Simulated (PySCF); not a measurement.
Bonds (- single, = double, # triple, : aromatic): C1=C2 1.321 Å, C2-O3 1.342 Å, O3-Si4 1.630 Å, Si4-N5 1.725 Å. C1 carries H6, H7; C2 carries H8; Si4 carries H9, H10; N5 carries H11, H12. H7 is cis to O3; H6 is trans to O3.

[PySCF 2.14: geometry from GFN2-xTB; shielding tensors at PBE0/pcSseg-1 (GIAO); non-relativistic; one computed conformer; no solvent; rapidly exchanging positions averaged]

Shifts are taken against calculated references (same method and geometry level): TMS for ¹³C (σ = 186.93 ppm) and ¹H (σ = 31.72 ppm) and ²⁹Si (σ = 349.16 ppm); ¹⁷O (σ = 336.08 ppm) vs H2O; NH3 for ¹⁵N (σ = 267.73 ppm).

```csv
atoms,nucleus,count,Hirshfeld charge,δ (ppm)
C2,¹³C,1,0.03,155.6
H9/H10,¹H,2,-0.09,5.22
C1,¹³C,1,-0.15,?
N5,¹⁵N,1,-0.32,?
H11/H12,¹H,2,0.12,0.22
H6,¹H,1,0.05,4.54
H7,¹H,1,0.04,5.02
Si4,²⁹Si,1,0.43,?
O3,¹⁷O,1,-0.20,117.6
H8,¹H,1,0.05,6.68
```

Problem. Complete the table.

Solution. 
- C1: 98.4 ppm, β carbon of an enol-ether or enamine type C=C; the O or N lone pair pushes π density onto this β carbon and shields it
- Si4: -33.8 ppm, silicon bonded to N, O, 2 H
- N5: 18.1 ppm, nitrogen bonded to Si, 2 H

Exchangeable OH/NH protons stand at their gas-phase positions; hydrogen bonding in a real sample shifts them, mostly to higher δ. Shifts are as computed. Against solution values, carbons near 30 ppm lie about +3 ppm off and those near 130 ppm about +5 ppm. Of 1211 compounds with measured shifts, 218 miss one by over three times the rms of a fit or turn the order of signals round; such compounds aren't used in these exercises. Experimental scales use liquid or dissolved standards, which lie at an offset from isolated NH3 (liquid NH3: subtract about 20 ppm) and H2O (liquid H2O: subtract about 36 ppm).
